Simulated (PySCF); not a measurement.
F⁺: ionisation energy

F⁺ [He] 2s2 2p4 (3P) → F²⁺ [He] 2s2 2p3 (4S), as a difference of total energies. All numbers are calculated (PySCF 2.14, no relativity, point nucleus, in aug-cc-pV5Z). Correlated levels: valence: 1s2 frozen. The calculations carry no spin-orbit coupling.

```csv
method,ionisation energy (eV),error (eV)
UHF,33.395,-1.555
LDA,35.285,+0.335
PBE,35.431,+0.481
PBE0,35.260,+0.310
r2SCAN,35.121,+0.171
BHandHLYP,35.198,+0.248
HSE06,35.301,+0.351
PW91,35.545,+0.595
MP2 (valence),34.818,-0.132
SCS-MP2 (valence),34.966,+0.016
```

Reference: 34.950 eV (measured; NIST levels, between the centres of gravity of the two terms).

Errors of the correlated levels include the incompleteness of this basis and the frozen core.
